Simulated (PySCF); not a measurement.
# Spin–spin coupling constants

Molfile (atoms numbered from 1):
```
C6H12Ge
     RDKit          3D

 19 20  0  0  0  0  0  0  0  0999 V2000
   -1.8962   -0.6188    0.3172 C   0  0  0  0  0  0  0  0  0  0  0  0
   -1.0903   -0.5469   -1.0036 C   0  0  0  0  0  0  0  0  0  0  0  0
    0.0040    0.5222   -0.7061 C   0  0  2  0  0  0  0  0  0  0  0  0
    1.3597   -0.0524   -0.3862 C   0  0  0  0  0  0  0  0  0  0  0  0
    2.3344    0.6444    0.5138 C   0  0  0  0  0  0  0  0  0  0  0  0
    1.7095   -0.6487    0.9494 C   0  0  0  0  0  0  0  0  0  0  0  0
   -1.1387    1.1371    0.8076 Ge  0  0  0  0  0  4  0  0  0  0  0  0
   -2.9839   -0.7323    0.2125 H   0  0  0  0  0  0  0  0  0  0  0  0
   -1.5248   -1.4035    0.9928 H   0  0  0  0  0  0  0  0  0  0  0  0
   -1.7415   -0.1982   -1.8210 H   0  0  0  0  0  0  0  0  0  0  0  0
   -0.6669   -1.5144   -1.3250 H   0  0  0  0  0  0  0  0  0  0  0  0
    0.1106    1.2574   -1.5197 H   0  0  0  0  0  0  0  0  0  0  0  0
    1.8139   -0.5701   -1.2417 H   0  0  0  0  0  0  0  0  0  0  0  0
    1.9977    1.5603    1.0099 H   0  0  0  0  0  0  0  0  0  0  0  0
    3.3921    0.6491    0.2380 H   0  0  0  0  0  0  0  0  0  0  0  0
    0.9702   -0.6105    1.7551 H   0  0  0  0  0  0  0  0  0  0  0  0
    2.3295   -1.5487    0.9645 H   0  0  0  0  0  0  0  0  0  0  0  0
   -2.0228    2.3502    0.4538 H   0  0  0  0  0  0  0  0  0  0  0  0
   -0.5429    1.3422    2.2167 H   0  0  0  0  0  0  0  0  0  0  0  0
  1  2  1  0
  2  3  1  0
  3  4  1  0
  4  5  1  0
  5  6  1  0
  3  7  1  0
  7  1  1  0
  6  4  1  0
  1  8  1  0
  1  9  1  0
  2 10  1  0
  2 11  1  0
  3 12  1  6
  4 13  1  0
  5 14  1  0
  5 15  1  0
  6 16  1  0
  6 17  1  0
  7 18  1  0
  7 19  1  0
M  END
```

Method: B3LYP/pcJ-1 (pcSseg-1 on Ge) (without the spin–dipole term)//PBE0-D3(BJ)/def2-SVP, PySCF 2.14; isolated molecule, single conformer, non-relativistic. Couplings are averaged over pairs made equivalent by symmetry, fast rotation or ring inversion, so a value needn't be that of the named pair in this geometry, while other rotamers aren't included; one pair stands for each set, and the list holds a selection of those of at least 0.8 Hz over up to four bonds.

Isotopes: ¹³C, ¹H.

```csv
pair,bonds,J (Hz)
"C1, C2",1,?
"C1, H8",1,147.3
"C1, H9",1,?
"C2, C3",1,?
"C2, H10",1,133.7
"C2, H11",1,?
"C3, C4",1,46.9
"C3, H12",1,?
"C4, C5",1,?
"C4, H13",1,162.5
"C5, H14",1,166.2
"C5, H15",1,?
"C6, H16",1,165.7
"C6, H17",1,169.1
"C1, C3",2,?
"C1, H18",2,3.6
"C2, H8",2,-1.8
"C2, H12",2,-1.5
"C3, H11",2,-2.2
"C6, H14",2,-1.9
"C2, C5",3,5.4
"C2, H13",3,3.5
"C3, H17",3,3.0
"C4, H11",3,8.7
"H11, H12",3,2.3
"C6, H18",4,1.2
```

Task: Estimate the withheld couplings, with signs.

Result: 
- ¹J(C1,C2) = 31.5 Hz (bond length 1.549 Å)
- ¹J(C1,H9) = 140.2 Hz (bond length 1.100 Å, sp3 carbon)
- ¹J(C2,C3) = 30.7 Hz (bond length 1.559 Å)
- ¹J(C2,H11) = 139.3 Hz (bond length 1.104 Å, sp3 carbon)
- ¹J(C3,H12) = 142.7 Hz (bond length 1.102 Å, sp3 carbon)
- ¹J(C4,C5) = 16.3 Hz (bond length 1.499 Å)
- ¹J(C5,H15) = 169.7 Hz (bond length 1.093 Å, sp3 carbon)
- ²J(C1,C3) = 0.8 Hz (angle at C2 104°)

Relativistic effects of the heavier atoms present are left out.
